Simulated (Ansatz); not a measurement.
Consider the ligand exchange at a B–C bond: `BCBCC` + H–F → `BCBF` + `CC`.

Calculated with Ansatz (gas phase, PBE0-D4/def2-TZVP geometries, no zero-point term in ΔE). CBS: MP2 limit from def2 TZ/QZ plus the TZ coupled-cluster correction, frozen cores. This one scheme is used for every species. One conformer a species, not always the lowest.

| level | ΔE (eV) |
| --- | --- |
| CCSD/def2-TZVPP | -1.57 |
| SCS-MP2/def2-QZVPP | -1.55 |

**Question.** What does CCSD(T)/CBS give? (An estimate is asked.)

**Answer.** The calculation gave: -1.49 eV. The listed levels differ from it by -0.08, -0.06 eV.

Largest T1 diagnostic among the species: 0.013.

In def2-TZVPP, CCSD(T) changes the Hartree–Fock value by +0.25 eV (the triples alone add +0.02 eV) and MP2 by +0.28 eV. The D4 term adds +0.09 eV with B3LYP and +0.05 eV with PBE0; it sums over pairs of atoms, weighted by their polarisabilities, and B3LYP, whose exchange is more repulsive, gets the larger term.

B3LYP here is the variant with VWN-RPA as its local correlation; programs differ in this.
